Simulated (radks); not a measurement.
Effect of the nuclear size on the caesium ion Cs+, [Xe]. All-electron calculation, Dirac Kohn-Sham, LDA (Slater exchange, Perdew-Wang correlation), spin-unpolarised, spherical densities, finite nucleus; Fermi nuclear charge, rms radius 4.8041 fm. Program: a radial shooting solver on a logarithmic mesh with Libxc functionals. The rms radius is varied about that value; shifts are against it.

rms radius (fm)  total energy shift (eV)  density at nucleus (e/bohr^3)  1s1/2 shift (meV)  2s1/2 shift (meV)  4p1/2 shift (meV)  5s1/2 shift (meV)  5p1/2 shift (meV)  5p3/2 shift (meV)  6s1/2 (empty) shift (meV)
3.9826                             -2.34                      3.055e+05               -975               -116              0.350             -0.752              0.071              0.082                     -0.105
4.5255                            -0.832                      2.983e+05               -347              -41.4              0.125             -0.268              0.025              0.029                     -0.037
4.8041                                 0                       2.95e+05              0.000              0.000              0.000              0.000              0.000              0.000                      0.000
5.0203                             0.674                      2.926e+05                281               33.5             -0.101              0.217             -0.020             -0.024                      0.030
5.5151                              2.31                      2.875e+05                963                115             -0.345              0.743             -0.070             -0.081                      0.104

Slopes of the eigenvalues against <r^2> in GHz/fm^2, as finite differences over the two radii next to the reference (eigenvalue slopes, not the field-shift constants of lines): 1s1/2 32200, 2s1/2 3840, 4p1/2 -11.5, 5s1/2 24.8, 5p1/2 -2.33, 5p3/2 -2.70, 6s1/2 (empty) 3.46.
